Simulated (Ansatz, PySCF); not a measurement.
Potential energy surface of H2F (cation, charge +1), singlet: symmetric bend, bond length relaxed. Scanned: H-F-H angle. Other coordinates (F-H bond length) were minimised at PBE0/def2-TZVP.

Levels: RKS-PBE/cc-pVTZ = restricted PBE/cc-pVTZ in Ansatz (a first-principles code); CAM-B3LYP/cc-pVTZ (PySCF); CCSD(T) on RHF/cc-pVTZ, 1 core orbital frozen (PySCF).

Energies relative to the lowest point of each profile, in mEh; the last columns give the difference from CCSD(T):

```tsv
a / °	RKS-PBE/cc-pVTZ	CAM-B3LYP	CCSD(T)	RKS-PBE/cc-pVTZ − CCSD(T)	CAM-B3LYP − CCSD(T)
180	27.1	25.0	29.2	-2.1	-4.1
172	26.2	24.2	28.2	-2.0	-4.0
164	23.7	21.8	25.5	-1.8	-3.7
156	19.9	18.2	21.4	-1.5	-3.2
148	15.2	13.7	16.3	-1.1	-2.6
140	10.2	9.1	11.0	-0.8	-1.9
132	5.7	4.8	6.1	-0.4	-1.3
124	2.0	1.6	2.2	-0.2	-0.6
116	0.0	0.0	0.0	0.0	0.0
108	0.0	0.5	0.0	0.0	0.5
100	2.6	3.6	2.7	0.0	1.0
92	8.2	9.7	8.4	-0.2	1.3
84	17.0	19.2	17.6	-0.6	1.7
76	29.5	32.5	30.5	-1.0	1.9
68	46.1	49.9	47.7	-1.6	2.2
60	67.4	72.1	69.8	-2.4	2.4
```

RKS-PBE/cc-pVTZ is furthest from CCSD(T) at 60 (-2.4 mEh, below); its mean absolute difference over the points is 1.0 mEh.

CAM-B3LYP is furthest from CCSD(T) at 180 (-4.1 mEh, below); its mean absolute difference over the points is 2.0 mEh.
